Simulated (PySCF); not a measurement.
Shapes and spin states of RuSF2

All numbers come from PySCF, PBE0, basis Ru def2-SVP with ECP28, S def2-SVP, F def2-SVP (scalar-relativistic core potentials, no spin–orbit coupling, density fitting).

Relaxations began from a few typed shapes and spin states; open shells are unrestricted. The search is not exhaustive: other isomers or separated fragments can lie lower, and high-lying points may rest on an excited occupation.

(1) Order these stationary points by electronic energy, lowest first, in kJ/mol from the lowest minimum.
A. singlet (closed shell, unstable to spin polarisation) C2v: Ru–F 1.826 Å (×2), Ru–S 1.999 Å; F–Ru–F 117.4°, F–Ru–S 121.3° (×2)
B. quintet C2v: Ru–F 1.868 Å (×2), Ru–S 2.108 Å; F–Ru–F 100.8°, F–Ru–S 129.6° (×2)
C. quintet C2v: Ru–F 1.862 Å (×2), Ru–S 2.111 Å; F–Ru–F 158.8°, F–Ru–S 100.6° (×2)
D. triplet C2v: Ru–F 1.820 Å (×2), Ru–S 2.037 Å; F–Ru–F 137.8°, F–Ru–S 111.1° (×2)
E. triplet (⟨S²⟩ 2.26) Cs: Ru–F 1.848 Å (×2), Ru–S 2.076 Å; F–Ru–F 92.7°, F–Ru–S 133.7° (×2)
F. broken-symmetry Ms = 0 (⟨S²⟩ 1.04) C2v: Ru–F 1.817 Å (×2), Ru–S 2.040 Å; F–Ru–F 138.2°, F–Ru–S 110.9° (×2)

(2) Which of them are minima?

Results:

(1) D (0.0), C (10.0), F (24.2), B (59.5), A (63.9), E (72.9).

(2) By energy in kJ/mol, 0.0: minimum; 10.0: minimum; 24.2: minimum; 59.5: minimum; 63.9: minimum of the closed-shell surface only; 72.9: saddle point, 1 imaginary mode.

Formally Ru is in oxidation state +4, d4, with 2 unpaired electrons (the high-spin count would be 4). The Mulliken spin on Ru is 1.57. The polar-tensor charge on Ru, 1.28, is far below the formal one.

For the lowest minimum: with open d or f shells other occupations or spin states may lie lower.
